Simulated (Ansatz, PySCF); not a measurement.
Energy difference 2 R1 → P1, each structure at its B3LYP-D3(BJ)/def2-SVP stationary point, reached from a drawn start (curvature not checked).
P1: Al2Cl6 (SMILES [Cl][Al-]1([Cl])[Cl+][Al-]([Cl])([Cl])[Cl+]1), charge 0, multiplicity 1.
R1, AlCl3 (SMILES [Cl][Al]([Cl])[Cl]) (charge 0, multiplicity 1):
```tsv
atom	x (Å)	y (Å)	z (Å)
Al	0.0000	0.0000	0.0000
Cl	2.0846	0.0000	0.0000
Cl	-1.0423	1.8054	0.0000
Cl	-1.0423	-1.8054	0.0000
```

P less R. No zero-point or thermal terms.

Correlated levels freeze the cores.

The values were computed with Ansatz (Gaussian basis) for Hartree–Fock, density functionals and correlated methods; PySCF for the D3/D4 terms. Each number belongs to the level named beside it.

Total energies in hartree:

```json
[
 {"structure": "P1", "PBE/def2-TZVPP": "-3245.228383", "B3LYP-D3(BJ)/def2-TZVPP": "-3246.784791", "CCSD(T)/cc-pV(T+d)Z": "-3242.903156"},
 {"structure": "R1", "PBE/def2-TZVPP": "-1622.592475", "B3LYP-D3(BJ)/def2-TZVPP": "-1623.367650", "CCSD(T)/cc-pV(T+d)Z": "-1621.427155"}
]
```

### Question
Work out the reaction energy at each level in kcal/mol (1 hartree = 627.50947 kcal/mol), and say how far PBE/def2-TZVPP lies from CCSD(T)/cc-pV(T+d)Z.

### Answer
- PBE/def2-TZVPP: (-3245.228383) − 2 × (-1622.592475) = -0.043433 hartree = -27.25 kcal/mol
- B3LYP-D3(BJ)/def2-TZVPP: (-3246.784791) − 2 × (-1623.367650) = -0.049491 hartree = -31.06 kcal/mol
- CCSD(T)/cc-pV(T+d)Z: (-3242.903156) − 2 × (-1621.427155) = -0.048846 hartree = -30.65 kcal/mol
PBE/def2-TZVPP less CCSD(T)/cc-pV(T+d)Z: 3.40 kcal/mol. CCSD(T)/cc-pV(T+d)Z is the level counted from, the highest shown, and no exact or measured value.

Ansatz is a program for electronic structure.
